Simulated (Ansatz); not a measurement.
# Strength of the O–H bond: SiH(OH)3 → SiH(OH)2O + H

Species: SiH(OH)3, singlet; SiH(OH)2O, doublet; H atom, doublet. 

Shapes, held fixed at every level: PBE0-D4/def2-TZVP. Flexible molecules stand in one conformer, not always the lowest. Programs: Ansatz 0.2.0. The zero-point and thermal change to 298 K, harmonic and unscaled (PBE0-D4/def2-TZVP), is -27.1 kJ/mol.

(1) Estimate ΔH(298 K) of this reaction.

Answers

(1) The highest level, CCSD(T)/CBS estimate, gives ΔH(298 K) = +517.0 kJ/mol; the levels span +359.3 to +517.0. The column of differences is taken from that level and isn't an error. Hartree–Fock misses the correlation of the pair that is broken and comes out low. No measured value is set beside it here. Open shells run unrestricted unless RO is named. The CBS estimate extrapolates MP2 from def2-TZVPP and def2-QZVPP and adds CCSD(T) − MP2 in the triple-zeta set, cores frozen. Times are processor times on shared x86 and Arm servers, and rough.

```json
{"level": "HF/def2-SVP", "kind": "Hartree–Fock", "ΔH(298 K) (kJ/mol)": "+359.3", "less CCSD(T)/CBS estimate": "-157.7", "CPU time (sum over the molecules)": "–"}
{"level": "B3LYP-D4/def2-TZVPP", "kind": "global hybrid", "ΔH(298 K) (kJ/mol)": "+492.3", "less CCSD(T)/CBS estimate": "-24.7", "CPU time (sum over the molecules)": "38 s"}
{"level": "r2SCAN0-D4/def2-TZVPP", "kind": "global hybrid", "ΔH(298 K) (kJ/mol)": "+484.6", "less CCSD(T)/CBS estimate": "-32.4", "CPU time (sum over the molecules)": "62 s"}
{"level": "wB97M-V/def2-TZVPP", "kind": "range-separated hybrid", "ΔH(298 K) (kJ/mol)": "+502.8", "less CCSD(T)/CBS estimate": "-14.2", "CPU time (sum over the molecules)": "1.9 min"}
{"level": "B2PLYP/def2-TZVPP", "kind": "double hybrid", "ΔH(298 K) (kJ/mol)": "+499.7", "less CCSD(T)/CBS estimate": "-17.3", "CPU time (sum over the molecules)": "51 s"}
{"level": "MP2/def2-SVP", "kind": "perturbation theory", "ΔH(298 K) (kJ/mol)": "+496.3", "less CCSD(T)/CBS estimate": "-20.7", "CPU time (sum over the molecules)": "–"}
{"level": "CCSD(T)/CBS estimate", "kind": "coupled cluster or CI", "ΔH(298 K) (kJ/mol)": "+517.0", "less CCSD(T)/CBS estimate": "0.0", "CPU time (sum over the molecules)": "16 min"}
```
